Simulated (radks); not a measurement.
Problem. Neutral lutetium: order these configurations by energy. Method: scalar-relativistic Kohn-Sham, LDA (Slater exchange, Perdew-Wang correlation), spin-polarised, spherical densities, finite nucleus; Fermi nuclear charge, rms radius of each element as measured or else 0.836 A^(1/3) + 0.57 fm; computed with a radial shooting solver on a logarithmic mesh with Libxc functionals. Open shells are filled with parallel spins first. [Xe] 4f14 5d1 6s1 6p1; [Xe] 4f14 5d1 6s2; [Xe] 4f14 5d2 6s1; [Xe] 4f14 6s2 6p1.

Solution. From the lowest, in eV above it: [Xe] 4f14 5d1 6s2 0.000; [Xe] 4f14 6s2 6p1 1.100; [Xe] 4f14 5d2 6s1 2.138; [Xe] 4f14 5d1 6s1 6p1 2.724.
